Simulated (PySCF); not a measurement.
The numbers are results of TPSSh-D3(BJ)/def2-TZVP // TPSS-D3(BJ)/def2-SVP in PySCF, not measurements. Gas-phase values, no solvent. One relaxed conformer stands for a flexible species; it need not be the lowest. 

Reference species: [Zn(NH2)(SH)] (neutral, multiplicity 1).

```
Item                                        Result
----------------------------------------  --------
LUMO                                      -1.08 eV
charge on the central atom (meta-Löwdin)    1.11 e
```

Changed species: [Zn(NH2)2] (0 of 2 NH2 replaced by SH; the reference has 1 of 2 NH2 replaced by SH).

**Question.** Give the shifts of the LUMO and charge on the central atom (meta-Löwdin).

**Answer.** the LUMO increases by 0.35 eV, to -0.73 eV; the charge on the central atom (meta-Löwdin) is nearly the same.
